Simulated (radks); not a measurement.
Results of a calculation; reference values are marked as such.
Removal energies from the bromine ion Br8+, [Ar] 3d(3/2: 4, 5/2: 5), by Delta-SCF beside the eigenvalue of the level emptied. Code: a radial shooting solver on a logarithmic mesh with Libxc functionals. Model: Dirac Kohn-Sham, BLYP, spin-unpolarised, spherical densities, finite nucleus; Fermi nuclear charge, rms radius of each element as measured or else 0.836 A^(1/3) + 0.57 fm. Sub-shells are occupied by j as written (lower j first in brackets).

| removed from | final configuration | Delta-SCF (eV) | -eigenvalue (eV) |
|---|---|---|---|
| 3d5/2 | [Ar] 3d(3/2: 4, 5/2: 4) | 227.95 | 209.87 |
| 3d3/2 | [Ar] 3d(3/2: 3, 5/2: 5) | 229.21 | 211.06 |
| 3p3/2 | [Ne] 3s2 3p(1/2: 2, 3/2: 3) 3d(3/2: 4, 5/2: 5) | 333.36 | 315.30 |
| 3p1/2 | [Ne] 3s2 3p(1/2: 1, 3/2: 4) 3d(3/2: 4, 5/2: 5) | 340.69 | 322.42 |
